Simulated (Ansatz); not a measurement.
Computed with Ansatz on PBE0-D4/def2-TZVP structures; ΔE is electronic, products minus reactants. CCSD(T)/CBS is the MP2 limit (def2-TZVPP, def2-QZVPP) plus CCSD(T) − MP2 in def2-TZVPP, frozen cores. DFT in def2-TZVPP. Each species was taken in one conformer, which may not be the lowest.

Consider the redistribution: `N[SiH](F)[SiH2]O` + `CCC[SiH2]Cl` → `C[SiH](N)[SiH2]O` + `FCC[SiH2]Cl`.

CCSD(T)/CBS gives +190.0 kJ/mol.

Problem. Another level gave +195.4 kJ/mol. Which?
A. r2SCAN-D4/def2-TZVPP
B. HF/def2-TZVPP
C. B2PLYP/def2-TZVPP
D. PBE-D4/def2-TZVPP

Solution. B. HF/def2-TZVPP 195.4, B2PLYP 188.2, r2SCAN-D4 179.6, PBE-D4 170.5 kJ/mol.

Largest T1 diagnostic among the species: 0.012.

The D4 term adds −3.3 kJ/mol with B3LYP and −1.8 kJ/mol with PBE0; it sums over pairs of atoms, weighted by their polarisabilities, and B3LYP, whose exchange is more repulsive, gets the larger term. From PBE to PBE0 (25 % exact exchange), in def2-TZVPP and without D4, ΔE moves by +5.4 kJ/mol.

B3LYP here is the variant with VWN-RPA as its local correlation; programs differ in this.
